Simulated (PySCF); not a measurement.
Compound: C₅H₅BS.
SMILES: `C#CC#CBSC`

Jobs on this species (12 atoms, 56 electrons) with PySCF (density fitting). Hardware of each: one thread, Arm Neoverse V1 (aarch64) (shared host). Other jobs ran on the host; a repeat could differ by tens of per cent or more. Peak memory is the resident size of the whole Python process, interpreter and libraries included.

```
                                                                 level and settings                                                          work  basis functions  SCF cycles  wall time  peak memory
    delta-SCF UKS SCAN, pcX-2 on the ionised atom, pcseg-1 elsewhere, spin-free X2C                                 ΔSCF core ionisation, 8 holes              169           ?          ?            ?
     delta-SCF UKS PBE, pcX-2 on the ionised atom, pcseg-1 elsewhere, spin-free X2C                                 ΔSCF core ionisation, 8 holes              169           ?          ?            ?
                                                 PBE0-D3(BJ)/def2-SVP, grid level 1  geometry optimisation from a GFN2-xTB start shaken at random              127           ?          ?            ?
    delta-SCF UKS SCAN, pcX-1 on the ionised atom, pcseg-1 elsewhere, spin-free X2C                                 ΔSCF core ionisation, 8 holes              149         176       53 s     0.58 GiB
   delta-SCF UKS B3LYP, pcX-2 on the ionised atom, pcseg-1 elsewhere, spin-free X2C                                 ΔSCF core ionisation, 8 holes              169         146       85 s     0.63 GiB
delta-SCF UKS SCAN, def2-TZVP on the ionised atom, pcseg-1 elsewhere, spin-free X2C                                 ΔSCF core ionisation, 8 holes              146         177       58 s     0.58 GiB
    delta-SCF UKS PBE0, pcX-2 on the ionised atom, pcseg-1 elsewhere, spin-free X2C                                 ΔSCF core ionisation, 8 holes              169         145       82 s     0.79 GiB
 delta-SCF UKS SCAN, pcX-2 on the ionised atom, pcseg-1 elsewhere, non-relativistic                                 ΔSCF core ionisation, 8 holes              169         175       59 s     0.58 GiB
```

Q: Fill in the missing figures.

A: 
- delta-SCF UKS SCAN, pcX-2 on the ionised atom, pcseg-1 elsewhere, spin-free X2C; ΔSCF core ionisation, 8 holes: 62 s, 0.61 GiB, 176 SCF cycles
- delta-SCF UKS PBE, pcX-2 on the ionised atom, pcseg-1 elsewhere, spin-free X2C; ΔSCF core ionisation, 8 holes: 36 s, 0.58 GiB, 157 SCF cycles
- PBE0-D3(BJ)/def2-SVP, grid level 1; geometry optimisation from a GFN2-xTB start shaken at random: 56 s, 0.51 GiB, 62 SCF cycles

Q: What do all jobs in the table cost together?

A: About 8.2 min; the longest takes about 17 % of that, and about 2.4 times as long as the shortest.
